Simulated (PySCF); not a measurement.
## Electronic structure of Yb²⁺ (ytterbium, charge +2) at the PBE0 level

Configuration: [Xe] 4f14, closed-shell 1S. Calculation: PySCF 2.14, in ANO-RCC-VTZP (8s7p5d3f2g1h, 104 functions); the spin-free X2C one-electron Hamiltonian (Gaussian nucleus).

- Total energy: -14058.33 hartree
- One-electron energy: -19268.49 hartree
- Hartree (Coulomb) energy: 5507.44 hartree
- Exchange-correlation energy: -297.28 hartree
- ⟨S²⟩: 0.0000
- ⟨L²⟩: 0.000
- Sum of ⟨r⟩: 35.91 bohr
- Sum of ⟨r²⟩: 35.79 bohr²
- Langevin diamagnetic susceptibility: -28.4 ×10⁻⁶ cm³/mol
- Time after the integrals: of the order of 7 core-seconds

| shell | electrons | mean orbital energy (eV) | rms radius, mean of both spins (bohr) |
| --- | --- | --- | --- |
| 1s | 2 | -61206.2 | 0.0223 |
| 2s | 2 | -10416.0 | 0.0901 |
| 2p | 6 | -9205.8 | 0.0815 |
| 3s | 2 | -2373.7 | 0.231 |
| 3p | 6 | -2005.2 | 0.232 |
| 3d | 10 | -1544.4 | 0.212 |
| 4s | 2 | -485.64 | 0.519 |
| 4p | 6 | -363.52 | 0.553 |
| 4d | 10 | -199.24 | 0.605 |
| 5s | 2 | -72.518 | 1.29 |
| 5p | 6 | -43.971 | 1.54 |
| 4f | 14 | -20.360 | 0.897 |

Spin-orbit coupling, which splits the p, d and f shells strongly at this Z, is absent.

Densities and radii are taken from the X2C orbitals without a picture-change correction, which distorts them close to the nucleus.
